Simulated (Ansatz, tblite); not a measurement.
Forces on GeCl(OiPr)3 (C₉H₂₁ClGeO₃) at its r2SCAN-D4/def2-SVP geometry. The state is a singlet with charge 0.

The xTB rows come from tblite. Single mean-field runs in def2-TZVP are fitted with def2-universal-jkfit.

GFN2-xTB (tblite), largest force 0.60 eV/Å:

```xyz
35
positions Å, forces eV/Å
Ge   -0.688    0.032   -0.795   -0.322   -0.009   -0.347
Cl   -1.493    0.500   -2.736    0.179   -0.099    0.463
O     0.820    0.929   -0.611   -0.135    0.386   -0.164
C     0.924    2.332   -0.910   -0.234   -0.225   -0.175
C     2.402    2.631   -1.073    0.577    0.162    0.057
C     0.270    3.156    0.190   -0.065    0.374    0.410
H     0.407    2.530   -1.870    0.115   -0.023    0.249
H     2.938    2.410   -0.136   -0.217    0.072   -0.370
H     2.560    3.690   -1.327   -0.114   -0.421    0.098
H     2.834    2.010   -1.872   -0.192    0.218    0.304
H    -0.793    2.892    0.301    0.413    0.033   -0.138
H     0.772    2.967    1.153   -0.168    0.054   -0.394
H     0.339    4.232   -0.035    0.006   -0.440    0.037
O    -0.313   -1.669   -0.623    0.215    0.141   -0.319
C     0.670   -2.307   -1.465   -0.145    0.253   -0.141
C     0.209   -3.739   -1.667   -0.076   -0.593    0.031
C     2.040   -2.204   -0.814    0.454   -0.137    0.225
H     0.692   -1.796   -2.449    0.040   -0.147    0.276
H     0.145   -4.253   -0.695    0.014    0.215   -0.384
H     0.913   -4.290   -2.310   -0.260    0.269    0.248
H    -0.786   -3.760   -2.135    0.381    0.044    0.185
H     2.318   -1.149   -0.673   -0.177   -0.388   -0.067
H     2.024   -2.698    0.172   -0.016    0.211   -0.395
H     2.806   -2.693   -1.436   -0.354    0.195    0.208
O    -1.933    0.418    0.380    0.239   -0.321    0.220
C    -1.949   -0.268    1.652    0.070   -0.186   -0.303
C    -3.279    0.069    2.297   -0.455    0.201    0.324
C    -0.756    0.148    2.500    0.320    0.182    0.450
H    -1.895   -1.357    1.463   -0.010    0.283    0.058
H    -3.352    1.154    2.470    0.033   -0.428   -0.085
H    -3.385   -0.450    3.262    0.079    0.185   -0.391
H    -4.109   -0.233    1.641    0.342    0.116    0.225
H     0.194   -0.087    1.993   -0.435    0.051    0.077
H    -0.783    1.233    2.692   -0.029   -0.412   -0.094
H    -0.763   -0.380    3.466   -0.073    0.184   -0.377
```

PBE-D4/def2-TZVP (Ansatz), largest force 0.48 eV/Å:

```
Ge -0.045 0.108 -0.259
Cl -0.098 0.046 -0.157
O 0.423 -0.034 0.080
C -0.107 0.181 -0.134
C 0.127 -0.003 -0.010
C -0.057 0.081 0.092
H 0.032 0.007 0.045
H -0.009 0.026 -0.042
H -0.008 -0.045 0.013
H -0.007 0.041 0.029
H 0.060 0.043 -0.005
H -0.026 0.023 -0.045
H -0.002 -0.046 0.008
O -0.097 -0.386 0.187
C 0.131 0.004 -0.226
C -0.060 -0.106 -0.004
C 0.109 0.016 0.058
H 0.018 -0.041 0.052
H 0.012 0.006 -0.052
H -0.031 0.026 0.032
H 0.055 -0.015 0.012
H 0.013 -0.073 -0.009
H 0.015 0.019 -0.053
H -0.036 0.024 0.028
O -0.414 0.228 0.062
C 0.061 -0.217 0.110
C -0.115 0.045 0.033
C 0.102 0.037 0.096
H -0.016 0.054 0.035
H -0.006 -0.049 0.012
H 0.005 0.026 -0.042
H 0.024 0.007 0.043
H -0.052 0.008 0.050
H 0.005 -0.060 0.002
H -0.005 0.022 -0.040
```

ωB97M-V/def2-TZVP (Ansatz), largest force 0.39 eV/Å:

```
Ge 0.038 0.048 -0.020
Cl 0.093 -0.065 0.262
O -0.173 -0.038 -0.035
C -0.175 0.050 -0.286
C 0.251 0.038 -0.007
C -0.098 0.118 0.199
H 0.182 -0.060 0.328
H -0.169 0.073 -0.276
H -0.060 -0.316 0.078
H -0.137 0.193 0.240
H 0.318 0.097 -0.041
H -0.137 0.053 -0.293
H -0.011 -0.337 0.050
O 0.012 0.106 -0.072
C 0.000 0.150 -0.278
C -0.085 -0.235 -0.010
C 0.207 0.024 0.132
H 0.001 -0.168 0.331
H 0.032 0.162 -0.295
H -0.205 0.181 0.196
H 0.316 0.008 0.139
H -0.072 -0.339 -0.044
H -0.005 0.141 -0.306
H -0.253 0.147 0.178
O 0.130 -0.062 -0.066
C 0.025 -0.329 -0.080
C -0.220 0.080 0.108
C 0.192 0.100 0.144
H -0.027 0.379 0.068
H 0.033 -0.328 -0.045
H 0.042 0.155 -0.290
H 0.260 0.085 0.204
H -0.280 0.060 0.153
H -0.006 -0.323 -0.062
H -0.020 0.153 -0.305
```
